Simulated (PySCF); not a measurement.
C₃H₇BO₂.
InChI=1S/C3H7BO2/c1-3-2-5-4-6-3/h3-4H,2H2,1H3/t3-/m1/s1

The closed-shell ground state was solved at several levels (PySCF, density fitting, gas phase, non-relativistic). Geometry: PBE0-D3(BJ)/def2-SVP; no solvent, vibrations or thermal averaging.

```
             level  basis functions  total energy (Eh)  HOMO (eV)  LUMO (eV)  gap (eV)  dipole (D)
PBE0/6-311+G(2d,p)              204          -293.6667      -8.08       0.18      8.26        2.40
     PBE0/pcSseg-2              314          -293.6924      -8.08       0.46      8.54        2.38
  PBE0/aug-cc-pVDZ              201          -293.6132      -8.04      -0.12      7.92        2.36
     PBE0/def2-SVP              119          -293.3636      -7.99       1.07      9.06        2.51
     PBE0/IGLO-III              280          -293.6983      -8.06       0.50      8.56        2.35
       PBE0/6-31G*               98          -293.5739      -7.83       1.45      9.28        2.43
     PBE0/pcSseg-0               68          -292.8922      -8.15       1.11      9.26        3.15
      PBE0/cc-pVDZ              119          -293.5935      -7.87       1.11      8.98        2.37
      PBE0/cc-pVTZ              278          -293.6825      -8.02       0.81      8.83        2.34
```

(1) Estimate the row for PBE0/def2-TZVP, a basis of 228 functions; the other rows only guide the guess.

(2) Over all these levels, which gives the widest orbital gap and which the narrowest?

(3) How much does the basis alone move the frontier levels among the 10 PBE0 rows (the withheld one included)?

(4) How far do the dipole and the HOMO energy spread over the levels?

Answers

(1) Total energy -293.6913 Eh, HOMO -8.05 eV, LUMO 0.72 eV, gap 8.77 eV, dipole 2.35 D.

(2) PBE0/6-31G* has the widest, 9.28 eV, and PBE0/aug-cc-pVDZ the narrowest, 7.92 eV. From the narrowest to the widest the HOMO moves by +0.21 eV and the LUMO by +1.57 eV.

(3) The HOMO by 0.32 eV and the LUMO by 1.57 eV. By rising basis size (HOMO, LUMO in eV): pcSseg-0 -8.15, 1.11; 6-31G* -7.83, 1.45; def2-SVP -7.99, 1.07; cc-pVDZ -7.87, 1.11; aug-cc-pVDZ -8.04, -0.12; 6-311+G(2d,p) -8.08, 0.18; def2-TZVP -8.05, 0.72; cc-pVTZ -8.02, 0.81; IGLO-III -8.06, 0.50; pcSseg-2 -8.08, 0.46.

(4) The dipole runs from 2.34 to 3.15 D (mean 2.46 D) and the HOMO from -8.15 to -7.83 eV.
